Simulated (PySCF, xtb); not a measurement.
B(H)(F)(OH) (BFH2O), SMILES B(O)F.

Geometry optimised at B3LYP-D3(BJ)/def2-TZVP. One conformer was computed; it need not be the lowest.

Method: C-PCM-ωB97X/def2-SVP in PySCF.

The values are the electrostatic part of the solvation free energy, E(continuum) − E(gas) at the gas-phase geometry, in a cavity of scaled van der Waals radii (PySCF's table); cavitation and dispersion terms are not included. In vacuum the orbital gap is 15.41 eV. The dipole moment in vacuum is 2.54 D.

```tsv
solvent	ε	ΔG(elec) (kcal/mol)	dipole (D)	gap (eV)
water	78.36	-4.9	2.95	15.45
benzene	2.27	-2.6	2.76	15.44
acetone	20.49	-4.7	2.94	15.45
```

For comparison, GFN2-xTB/ALPB(water) (xtb, at the GFN2-xTB geometry, all terms of that model) gives -7.1 kcal/mol.
